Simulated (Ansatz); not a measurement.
Other settings, tried on Pd₂H⁻.

```yaml
crystal:
  periodic: [false, false, false]
  atoms:
    - {symbol: Pd, position_ang: [-0.941247, -1.450075, 0.362459]}
    - {symbol: Pd, position_ang: [0.851279, 0.092997, -0.364510]}
    - {symbol: H, position_ang: [0.089968, 1.357079, 0.002061]}
basis:
  gaussian: {orbitals: def2-SVPD, final_grid: {core_spheres: 8, valence_spheres: 7, degree: 23}}
total_charge: -1
hamiltonian: {xc: {name: revPBE0}}
scf: {lower_state_search: full}
output: {forces: true}
```

```sh
$ ansatz run in.yaml --threads 4 --pin off --events-out ev --progress --plain --max-ram 3916MiB
```

Output, abridged:

```
Functional definition: revPBE0
757 factors; integrals over basis functions are off by at most 5.7e-4 eV
mean field evaluation 1: about -6975.0701 eV, gradient 2.6e1 eV
mean field evaluation 2: about -6975.1173 eV, gradient 2.6e1 eV
mean field evaluation 4: about -6975.9404 eV, gradient 2.2e1 eV
mean field evaluation 8: about -6976.9400 eV, gradient 1.7e-1 eV
mean field evaluation 16: about -6976.9427 eV, gradient 2.3e-3 eV
mean field evaluation 32: about -6924.8972 eV, gradient 1.0e2 eV
mean field evaluation 64: about -6961.4973 eV, gradient 1.9e1 eV
mean field evaluation 96: about -6976.9427 eV, gradient 3.1e-2 eV
mean field evaluation 128: about -6976.9427 eV, gradient 2.1e-4 eV
mean field -6976.94268148 eV, -256.3979144026 hartree, gradient 6.0e-5 eV, S^2 0.000000; 4 other end points of the search recorded, 0 dependent functions left out
reference -6976.94271334 eV, -256.3979155738 hartree; 19, 19 occupied and 57, 57 virtual orbitals, 757 factors
Total energy: -6976.94271334 eV, -256.3979155738 hartree
Atom 0 at    -0.941247    -1.450075     0.362459 Å, force    -0.503296    -0.391128     0.205384 eV/Å
Atom 1 at     0.851279     0.092997    -0.364510 Å, force     0.592190     0.342726    -0.245198 eV/Å
Atom 2 at     0.089968     1.357079     0.002061 Å, force    -0.088893     0.048402     0.039814 eV/Å
Dipole moment:     0.015680    -0.457869    -0.020558 e Å
```

Run time 2.1 s (4 threads of Arm Neoverse V2 on a shared host).

In the def2 sets Pd takes a core potential; there is no spin–orbit coupling.

The dipole of an ion depends on the origin.
